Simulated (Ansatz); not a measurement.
This geometry of ClF2GeH3O2 (9 atoms, charge 0, multiplicity 1) is a first-order saddle point.

Method: RKS PBE0/def2-SVP in Ansatz 0.2.0.

```xyz
9
Properties=species:S:1:pos:R:3
Ge 0.203 0.279 0.019
F -0.710 0.418 1.832
O 1.755 0.013 -0.779
H 1.766 -0.840 -1.232
Cl -1.201 1.366 -1.135
F -0.299 -1.381 0.091
O 1.001 1.574 1.142
H 1.955 1.453 1.242
H 0.160 1.135 1.910
```

Which two structures does it join? (They come from a converged band through this point; their orientation in space is the band's.)

Bonds broken: Ge1–F2, O7–H9. Bonds formed: F2–H9. ClF2GeH3O2 becomes ClFGeH2O2 + FH.

Image 0:

```xyz
9
Properties=species:S:1:pos:R:3
Ge -0.033 0.069 0.070
F -0.474 -0.204 1.725
O 1.680 -0.086 -0.325
H 1.816 -0.895 -0.836
Cl -1.272 1.453 -0.960
F -0.574 -1.447 -0.591
O 0.902 1.833 1.077
H 1.837 1.633 0.913
H 0.749 1.662 2.017
```

Image 6:

```xyz
9
Properties=species:S:1:pos:R:3
Ge 0.472 0.214 -0.148
F -1.141 0.987 2.370
O 1.874 -0.029 -1.161
H 1.744 -0.656 -1.882
Cl -1.143 1.142 -1.141
F -0.056 -1.316 0.426
O 1.081 1.203 1.174
H 2.046 1.240 1.195
H -0.246 1.234 2.259
```

How far does it lie above each of them?

0.93 eV above the first and 0.46 eV above the second. This is the barrier of this one path; another mechanism may lie lower. The orbitals stay closed-shell, which can raise the energy where a bond breaks towards radicals; this wasn't checked here.

The run took 2.9 min on 4 threads of Intel(R) Xeon(R) Platinum 8259CL CPU @ 2.50GHz (Skylake/Cascade Lake), on a shared host, peak memory 0.37 GiB.
